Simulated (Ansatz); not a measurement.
Consider the formal hydrolysis of a B–Br bond: `COB(Br)Br` + H₂O → `COB(O)Br` + HBr.

Isolated molecules relaxed with PBE0-D4/def2-TZVP in Ansatz; ΔE leaves out vibrations. CCSD(T)/CBS is the MP2 limit (def2-TZVPP, def2-QZVPP) plus CCSD(T) − MP2 in def2-TZVPP, frozen cores. This one scheme is used for every species. Functionals use def2-TZVPP. For Br outer-core shells are correlated without core-valence functions, which leaves a few kJ/mol of doubt a bond. Scalar relativity is left out up to krypton. One conformer a species, not always the lowest.

Problem. Is it downhill or uphill in electronic energy at CCSD(T)/CBS, and by how much? (An estimate is asked.)

Solution. Ansatz gave: Downhill: ΔE = -12.0 kcal/mol.

Problem. What do these levels give: ωB97X-V, B2PLYP, CAM-B3LYP, CCSD(T)/def2-SVP, MP2/def2-TZVPP, CCSD/def2-TZVPP? (Best estimate.)

Solution. The calculation gave: ωB97X-V -14.4, B2PLYP -14.2, CAM-B3LYP -16.5, CCSD(T)/def2-SVP -18.3, MP2/def2-TZVPP -11.6, CCSD/def2-TZVPP -14.3 kcal/mol.

Largest T1 diagnostic among the species: 0.011.

At CCSD(T), def2-SVP lies −6.4 kcal/mol from the extrapolated value and def2-TZVPP −1.5 kcal/mol. In def2-TZVPP, CCSD(T) changes the Hartree–Fock value by +4.5 kcal/mol (the triples alone add +0.8 kcal/mol) and MP2 by +6.4 kcal/mol.
